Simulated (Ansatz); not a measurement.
`[NH2][Ti]([NH2])([OH])[OH]` + `CBF` → `[NH2][Ti]([OH])([OH])[F]` + `CBN`  (redistribution)

Calculated with Ansatz (gas phase, PBE0-D4/def2-TZVP geometries, no zero-point term in ΔE). CCSD(T)/CBS adds triple-zeta CCSD(T) − MP2 to the extrapolated MP2 energy (def2 sets, frozen cores). This one scheme is used for every species. DFT in def2-TZVPP. For Ti outer-core shells are correlated without core-valence functions, which leaves a few kJ/mol of doubt a bond. Scalar relativity is left out up to krypton. One conformer a species, not always the lowest.

| level | ΔE (kJ/mol) |
| --- | --- |
| B97M-V | -101.1 |
| CAM-B3LYP-D4 | -102.0 |
| PBE | -106.3 |
| r2SCAN | -104.5 |
| CAM-B3LYP | -103.8 |
| RPA@PBE/def2-TZVPP | -90.4 |
| SCS-MP2/def2-QZVPP | -92.4 |
| HF/CBS(def2) | -95.7 |

Question: What does CCSD(T)/CBS give? (Best estimate.)

Answer: Computed: -90.4 kJ/mol. The listed levels differ from it by -10.7, -11.6, -15.9, -14.1, -13.4, 0.0, -2.0, -5.3 kJ/mol.

Largest T1 diagnostic among the species: 0.024, so the coupled-cluster value is less sure than usual.

Leaving LDA and LC-ωPBE aside and taking each functional with its dispersion term where it has one, the values, not all of them listed here, spread over 7.4 kJ/mol, from PBE-D4 to BHLYP-D4. At CCSD(T), def2-SVP lies −18.7 kJ/mol from the extrapolated value and def2-TZVPP −2.6 kJ/mol. From BLYP to BHLYP (50 % exact exchange), in def2-TZVPP and without D4, ΔE moves by +3.2 kJ/mol.
